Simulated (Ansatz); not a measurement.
The same path of AlClH8HfN2O2 (15 atoms, charge 0, multiplicity 1) was run twice with different band settings. Lost on the way: Cl10–Al12, O11–H15. Made: O2–H15.

These are results of Ansatz, RHF/def2-SVP, not measurements.

Relaxed end points:

```xyz
15
Properties=species:S:1:pos:R:3
Hf 0.317 -0.091 0.334
O 0.616 0.709 2.063
H 0.763 1.166 2.870
N 2.109 0.250 -0.612
H 2.889 0.743 -0.214
H 2.329 0.025 -1.567
N -1.304 0.966 -0.356
H -1.732 0.873 -1.260
H -1.749 1.726 0.130
Cl -0.225 -1.945 -1.666
O -0.021 -2.065 1.194
Al -0.390 -3.470 0.044
H 0.815 -4.489 0.000
H -1.882 -3.958 0.216
H 0.029 -2.188 2.133
```

```xyz
15
Properties=species:S:1:pos:R:3
Hf 0.167 -0.447 -0.369
O 0.165 0.160 1.958
H 0.944 0.628 2.231
N 2.100 0.296 -0.372
H 2.933 -0.267 -0.373
H 2.366 1.235 -0.615
N -1.272 1.033 -0.387
H -1.779 1.315 -1.209
H -1.657 1.511 0.408
Cl -0.196 -1.292 -2.637
O -0.039 -2.188 0.564
Al -0.344 -3.858 0.531
H 0.821 -4.846 0.139
H -1.763 -4.386 0.979
H 0.115 -0.642 2.463
```

Common settings: movable images 7; climbing image yes; optimiser quadratic models (default); start path through a guess of the saddle point; force threshold 0.05 eV/Å; iteration limit 60; end points relaxed.

| run | spring |
| --- | --- |
| 1 | 5.0 eV/Å² |
| 2 | 50.0 eV/Å² |

Q: What does each run give, and how far can it be trusted?

A: Run 1: converged after 46 iterations, highest image 1.330 eV above the first end. A structure lower than the last end lies on the path between it and the top, so the climb from that side starts below the end, which may itself be a saddle point or a shallow side well. A vibrational analysis at the climbing image gives one clearly imaginary mode, 1559i cm⁻¹: a first-order saddle point.
Run 2: converged after 32 iterations, highest image 1.375 eV above the first end. A structure lower than the last end lies on the path between it and the top, so the climb from that side starts below the end, which may itself be a saddle point or a shallow side well. The order of the point at the top wasn't checked.
The orbitals stay closed-shell, which can raise the energy where a bond breaks towards radicals; this wasn't checked here.
